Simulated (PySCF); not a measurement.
# Nuclear quadrupole coupling in `CS[C@@](F)([SiH3])C[SiH3]`

Species: C3H11FSSi2.
Numbering: `[CH3:1][S:2][C@@:3]([F:4])([SiH3:5])[CH2:6][SiH3:7]` (hydrogens: H8, H9, H10 on C1; H11, H12, H13 on Si5; H14, H15 on C6; H16, H17, H18 on Si7)

Geometry (GFN2-xTB, Å), atoms numbered from 1 in this order:
```xyz
18
C3H11FSSi2 angstrom
C      2.568    0.592    0.060
S      1.365   -0.304   -0.964
C     -0.221    0.235   -0.202
F     -0.136   -0.032    1.165
Si    -0.496    2.131   -0.426
C     -1.332   -0.609   -0.795
Si    -1.219   -2.468   -0.359
H      2.614    1.636   -0.239
H      2.284    0.495    1.103
H      3.527    0.113   -0.109
H      0.434    2.844    0.446
H     -1.873    2.399   -0.023
H     -0.259    2.418   -1.837
H     -2.287   -0.216   -0.438
H     -1.311   -0.473   -1.876
H     -2.425   -3.081   -0.922
H     -1.215   -2.612    1.095
H     -0.026   -3.060   -0.956
```

Field gradients from the PBE0/pcSseg-1 density (PySCF, non-relativistic), principal values in atomic units, ordered |Vxx| ≤ |Vyy| ≤ |Vzz|:

```json
{"atom": "S2", "Vxx": "0.5577", "Vyy": "2.4021", "Vzz": "-2.9598"}
```

Task: Find the asymmetry η = (Vxx − Vyy)/Vzz and the couplings χ = eQV/h (234.96 MHz × Q in barn × V in au), with Q(33S) = −0.0678 b.

Result: 
```tsv
atom	environment	nucleus	η	χzz (MHz)	χxx (MHz)	χyy (MHz)
S2	sulfide sulfur	33S	0.62	47.15	-8.88	-38.27
```

Task: What is Vzz at S2 in SI units (1 au = 9.71736 × 10²¹ V/m²)?

Result: -2.9598 au = -28.762 × 10²¹ V/m².

Task: And the gradient at the other heavy atoms, for which no coupling is worked out here?

Result: 
| atom | environment | Vzz (au) | η |
| --- | --- | --- | --- |
| C1 | S-methyl carbon | 0.287 | 0.12 |
| C3 | sp3 C–F carbon | 0.492 | 0.76 |
| F4 | alkyl fluorine | 2.958 | 0.05 |
| Si5 | SiH3 silicon | 0.239 | 0.16 |
| C6 | sp3 carbon bound to silicon | 0.113 | 0.77 |
| Si7 | SiH3 silicon | 0.210 | 0.36 |

Were the hydrogens deuterons (Q(2H) = 0.00286 b), χzz would run from 108 kHz (H16) to 213 kHz (H10).

One conformer (not necessarily the lowest) at the GFN2-xTB geometry, without solvent, vibrations or thermal averaging. GFN2-xTB bond lengths can be off by several hundredths of an ångström, more for odd bonds, and the gradients follow them. With a basis this small, the couplings can be 20 % off.
